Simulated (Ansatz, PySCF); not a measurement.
Gas-phase reaction (SMILES): CC(=O)C(C)=O -> [CH3] (CH3) + CC(=O)[C]=O; the C-C bond at the site shown breaks (other sites are not compared here).

Structures are relaxed separately at B3LYP-D3(BJ)/def2-TZVP in Ansatz (an electronic-structure program), one conformer each, not searched for the lowest. Cores are frozen in the correlated levels unless marked. UHF or UKS for open shells. Spin-orbit coupling is left out. No relativistic terms. Basis-set limits of correlation are two-point, X^-3; Hartree-Fock from the larger set. The bracket is a focal-point correction in the basis named. Thermal terms are rigid-rotor harmonic-oscillator values from B3LYP-D3(BJ) frequencies (Ansatz or PySCF) at 298.15 K and 1 atm. 1 Eh = 627.5095 kcal/mol. Electronic entropy comes from spin alone.

```
species       E, RI-MP2/CBS(cc-pVTZ,cc-pVQZ)+[CCSD(T)-MP2]/cc-pVTZ (Ansatz) (Eh)  E, PBE/def2-TZVPD (Ansatz) (Eh)  H - E (Eh)  G - E (Eh)
------------  ------------------------------------------------------------------  -------------------------------  ----------  ----------
CC(=O)C(C)=O                                                          -306.14824                       -306.23810     0.10104     0.06198
[CH3] (CH3)                                                            -39.78133                        -39.78820     0.03371     0.01164
CC(=O)[C]=O                                                           -266.21941                       -266.32140     0.05943     0.02326
```

Question: Work out ΔE and ΔH, ΔG, ΔS and the equilibrium constant at 298.15 K at the first level, then ΔH at the second.

Answer: 
1. ΔE = [(-39.78133) + (-266.21941)] - [(-306.14824)] = 0.14750 Eh = 92.6 kcal/mol at RI-MP2/CBS(cc-pVTZ,cc-pVQZ)+[CCSD(T)-MP2]/cc-pVTZ.
2. The terms H - E add up to -0.00790 Eh, so ΔH = (0.14750 + (-0.00790))×627.5095 = 87.6 kcal/mol.
3. The terms G - E add up to -0.02708 Eh, so ΔG = 75.6 kcal/mol, and ΔS = (-0.00790 - (-0.02708))×627509.5/298.15 = 40.4 cal/(mol K).
4. log10 K = -ΔG/(RT ln 10) = -55.4, with RT ln 10 = 1.3642 kcal/mol.
5. With ΔH and ΔS taken as constant, ΔG changes sign near ΔH/ΔS = 2170 K, a rough figure that leaves out heat capacities.
6. At PBE/def2-TZVPD the same steps give ΔE = 80.6 and ΔH = 75.7 kcal/mol, a shift of -11.9 from the first level.
7. These values are not checked against measurement here, since the tables used lack a sound gas-phase enthalpy of formation for at least one species.
